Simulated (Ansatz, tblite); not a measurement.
Cost and result up the ladder for `c1ccc(-c2ccc(-c3ccc(-c4ccccc4)cc3)cc2)cc1` (42 atoms). Charge 0, multiplicity 1. Geometry: r2SCAN-D4/def2-SVP.

```tsv
atom	x (Å)	y (Å)	z (Å)
C1	-5.3829	-4.4081	3.7344
C2	-4.3243	-5.0162	3.0514
C3	-3.3723	-4.2372	2.3920
C4	-3.4571	-2.8309	2.3984
C5	-2.4485	-2.0049	1.6989
C6	-1.0959	-2.3923	1.6479
C7	-0.1462	-1.6144	0.9906
C8	-0.5038	-0.4129	0.3490
C9	0.5038	0.4121	-0.3498
C10	0.1771	1.1324	-1.5151
C11	1.1270	1.9086	-2.1743
C12	2.4485	2.0052	-1.6985
C13	3.4571	2.8312	-2.3981
C14	3.4555	2.9406	-3.8027
C15	4.4074	3.7193	-4.4625
C16	5.3830	4.4082	-3.7341
C17	5.3970	4.3101	-2.3388
C18	4.4461	3.5304	-1.6786
C19	2.7749	1.2866	-0.5325
C20	1.8261	0.5078	0.1250
C21	-1.8571	-0.0263	0.3987
C22	-2.8060	-0.8029	1.0588
C23	-4.5294	-2.2334	3.0897
C24	-5.4803	-3.0128	3.7502
H25	-6.1286	-5.0188	4.2517
H26	-4.2434	-6.1074	3.0246
H27	-2.5645	-4.7246	1.8378
H28	-0.7805	-3.3123	2.1487
H29	0.8930	-1.9542	0.9569
H30	-0.8360	1.0669	-1.9223
H31	0.8347	2.4674	-3.0681
H32	2.7147	2.3837	-4.3844
H33	4.3927	3.7817	-5.5551
H34	6.1286	5.0188	-4.2515
H35	6.1500	4.8522	-1.7583
H36	4.4498	3.4835	-0.5853
H37	3.7972	1.3253	-0.1453
H38	2.1102	-0.0235	1.0380
H39	-2.1672	0.9106	-0.0729
H40	-3.8514	-0.4811	1.0636
H41	-4.6000	-1.1423	3.1328
H42	-6.2993	-2.5262	4.2890
```

Ansatz on 2 threads of AMD EPYC 7R13 on a shared host and a share (18 GiB) of an NVIDIA H100 80GB HBM3; xTB runs through tblite on one thread. Times are rough, summed over both states, and most runs start from the orbitals of an earlier one. PBE0-D4/def2-TZVP serves as the yardstick here, not as an exact answer. The other state is a triplet.

The xTB rows come from tblite. Single mean-field runs in def2-TZVP are fitted with def2-universal-jkfit.

xTB has no spin-polarisation term.

| level | functions | vertical triplet (eV) | difference from PBE0-D4/def2-TZVP (eV) |
| --- | --- | --- | --- |
| GFN2-xTB | 114 | 2.94 | -0.23 |
| PBE-D4/def2-TZVP (with forces) | 852 | 2.82 | -0.35 |
| GFN1-xTB | 132 | 2.91 | -0.27 |
| PBE0-D4/def2-TZVP | 852 | 3.18 | 0.00 |

Q: Estimate how long each takes.

A: GFN2-xTB 0.11 s; GFN1-xTB 0.14 s; PBE-D4/def2-TZVP (with forces) 25 s; PBE0-D4/def2-TZVP 29 s. On shared hardware such times vary by a factor of up to 3.
